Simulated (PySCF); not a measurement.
C₆ coefficients of unlike pairs at PBE0

Calculated with PySCF 2.14 from the dipole response of each species, C₆(A,B) = (3/π) ∫ α_A(iu) α_B(iu) du, in atomic units, from isotropic polarisabilities. For ions this is the dispersion term alone; charge-induced terms of lower order in 1/R come first.

```
species       configuration                                                                                   basis      relativity  α (bohr³)  C₆ (like pair)
     Li       [He] 2s1 (2S)                                                                aug-cc-pVQZ (6s5p4d3f2g)            none      147.8            1197
      S   [Ne] 3s2 3p4 (3P)                                                             aug-cc-pVQZ-DK (7s6p4d3f2g)   spin-free X2C      20.08           137.8
   In²⁺  [Kr] 4d10 5s1 (2S)  aug-cc-pVTZ-PP with one added diffuse shell each of d, f type with ECP28MDF (6s5p5d3f)  core potential      13.85           58.04
     Co   [Ar] 3d7 4s2 (4F)                                                             aug-cc-pVTZ-DK (8s7p5d3f2g)   spin-free X2C      55.87           474.6
```

Problem. Estimate C₆ for S with Li.

Solution. The integral gives 282.6. The combination rule 2 C_A C_B / (C_A α_B/α_A + C_B α_A/α_B) gives 280.3 and the geometric mean 406.1.

No spin-orbit coupling is included.

The other pairs:

```tsv
pair	C₆
Co, In²⁺	157.4
Co, Li	662.4
In²⁺, S	89.04
Co, S	240.3
In²⁺, Li	189.1
```
